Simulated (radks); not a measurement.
Dispersion coefficients C6 (hartree bohr^6) between ground-configuration atoms and ions, from the Casimir-Polder integral (3/pi) of alpha_A(iw) alpha_B(iw). Calculated with a radial shooting solver on a logarithmic mesh with Libxc functionals: scalar-relativistic Kohn-Sham, LDA (Slater exchange, VWN5 correlation), spin-polarised, spherical densities, finite nucleus; open shells are filled with parallel spins first; Fermi nuclear charge, rms radius of each element as measured or else 0.836 A^(1/3) + 0.57 fm. Response by self-consistent Sternheimer equations with the Hartree and adiabatic LDA kernel, the relativistic mass of each level held fixed and spin-orbit coupling left out.

C6         B       B+      B2+       B3+        B4+
B      117.6
B+     58.34    29.13
B2+    32.19    15.92    8.832
B3+   0.2180   0.1174  0.06037  0.002835
B4+  0.08030  0.04334  0.02232  0.001128  0.0004520

Static polarisabilities (bohr^3): B ([He] 2s2 2p1) 23.95, B+ ([He] 2s2) 10.77, B2+ ([He] 2s1) 6.801, B3+ ([He]) 0.02092, B4+ (1s1) 0.007640. The combination rule 2 Ca Cb / ((alpha_b/alpha_a) Ca + (alpha_a/alpha_b) Cb) gives 0.07310 for B4+-B, against 0.08030 from the integral.
